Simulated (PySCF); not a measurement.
aminosilylcyclopropane (C₃H₉NSi), SMILES N[SiH2]C1CC1. Atoms are numbered in the order given.

```xyz
14

N      2.2975     0.3104     0.1664
Si     0.8429    -0.2652    -0.5893
C     -0.7665     0.5146    -0.0320
C     -1.4843    -0.0088     1.2001
C     -2.0642    -0.2643    -0.1580
H      2.7402     1.1540    -0.1845
H      2.4097     0.2431     1.1738
H      0.6973    -1.7256    -0.2998
H      1.0296    -0.0392    -2.0532
H     -0.8572     1.5956    -0.1961
H     -1.0442    -0.8550     1.7391
H     -1.9832     0.7169     1.8490
H     -2.9635     0.2851    -0.4508
H     -2.0211    -1.2847    -0.5535
```
Charge 0, spin multiplicity 1.

Geometry: B3LYP-D3(BJ)/def2-SVP. Other conformers were not sampled.

Computed with PySCF with PBE/def2-TZVP.

Atomic charges (e):

| atom | IAO | Mulliken | Löwdin |
|---|---|---|---|
| N1 | -0.84 | -0.60 | -0.27 |
| Si2 | 0.86 | 0.28 | 0.18 |
| C3 | -0.45 | -0.14 | -0.34 |
| C4 | -0.29 | -0.24 | -0.24 |
| C5 | -0.29 | -0.22 | -0.24 |
| H6 | 0.27 | 0.23 | 0.16 |
| H7 | 0.26 | 0.22 | 0.15 |
| H8 | -0.14 | -0.05 | -0.03 |
| H9 | -0.13 | -0.04 | -0.03 |
| H10 | 0.15 | 0.10 | 0.14 |
| H11 | 0.14 | 0.11 | 0.13 |
| H12 | 0.15 | 0.11 | 0.13 |
| H13 | 0.15 | 0.11 | 0.13 |
| H14 | 0.15 | 0.11 | 0.13 |

Computed Mayer and Wiberg (Löwdin basis) orders of the bonds:
```json
[
 {"bond": "N1–Si2", "Mayer": "1.18", "Wiberg": "1.54"},
 {"bond": "Si2–C3", "Mayer": "0.95", "Wiberg": "1.11"},
 {"bond": "C3–C4", "Mayer": "0.95", "Wiberg": "1.24"},
 {"bond": "C3–C5", "Mayer": "0.93", "Wiberg": "1.23"},
 {"bond": "C4–C5", "Mayer": "1.01", "Wiberg": "1.30"},
 {"bond": "N1–H6", "Mayer": "0.92", "Wiberg": "0.96"},
 {"bond": "N1–H7", "Mayer": "0.92", "Wiberg": "0.96"},
 {"bond": "Si2–H8", "Mayer": "0.93", "Wiberg": "0.90"},
 {"bond": "Si2–H9", "Mayer": "0.95", "Wiberg": "0.91"},
 {"bond": "C3–H10", "Mayer": "0.93", "Wiberg": "0.82"},
 {"bond": "C4–H11", "Mayer": "0.95", "Wiberg": "0.87"},
 {"bond": "C4–H12", "Mayer": "0.94", "Wiberg": "0.87"},
 {"bond": "C5–H13", "Mayer": "0.95", "Wiberg": "0.87"},
 {"bond": "C5–H14", "Mayer": "0.96", "Wiberg": "0.87"}
]
```
